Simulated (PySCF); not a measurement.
Delta-SCF ions had no search for a lower state. 

Cartesian coordinates (Å):
```xyz
21

C     -2.2828    -0.5214    -1.7957
O     -0.8878    -0.6129    -1.6433
Sn     0.0000     0.0001    -0.0001
O     -0.1371    -1.1773     1.5681
C      0.6432    -2.3423     1.6752
O     -0.8904     1.6788     0.5033
C     -0.7186     2.2401     1.7812
O      1.9154     0.1116    -0.4281
C      2.3582     0.6235    -1.6607
H     -2.5219    -0.6973    -2.8574
H     -2.6820     0.4709    -1.5189
H     -2.8205    -1.2834    -1.2013
H      1.7101    -2.1685     1.4470
H      0.5749    -2.7039     2.7144
H      0.2806    -3.1521     1.0150
H      0.2743     2.7121     1.9019
H     -1.4797     3.0267     1.9130
H     -0.8477     1.5046     2.5955
H      2.2655     1.7243    -1.7154
H      3.4263     0.3734    -1.7697
H      1.8200     0.1929    -2.5242
```
Charge 0, multiplicity 1.

Task: Predict the HOMO–LUMO gap, LUMO and vertical ionisation energy (Delta-SCF) from PBE0-D4/def2-TZVP // PBE0-D4/def2-SVP (PySCF).

Result: 
The HOMO–LUMO gap is 6.30 eV and the LUMO is -1.65 eV. The vertical ionisation energy (Delta-SCF) comes out as 9.58 eV.
